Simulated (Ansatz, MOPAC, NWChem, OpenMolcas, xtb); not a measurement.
# How methods differ on SiPH5O2 (SMILES O[SiH2]OP)

The runs start from one conformer, not always the lowest.

SiPH5O2, singlet, SMILES `O[SiH2]OP`. Each level relaxes the structure for itself.

Quantity: the highest harmonic wavenumber at each level's own minimum, in cm⁻¹. The values are calculated.

```
                                    level            kind     program  value (cm⁻¹)
                                      AM1  semi-empirical       MOPAC          3599
                                      PM3  semi-empirical       MOPAC          3930
                                    MNDOD  semi-empirical       MOPAC          4029
                                 GFN1-xTB  semi-empirical         xtb          3837
                                 HF/3-21G    Hartree–Fock  OpenMolcas          3995
          HF/6-31G* (Cartesian functions)    Hartree–Fock  OpenMolcas          4143
B3LYP-D3(BJ)/6-31G* (spherical functions)   global hybrid      NWChem          3803
       B3LYP/6-31G* (spherical functions)   global hybrid      NWChem          3805
                        PBE0-D4/def2-TZVP   global hybrid      Ansatz          3926
```

Harmonic and unscaled. The values span 3599 to 4143 cm⁻¹.
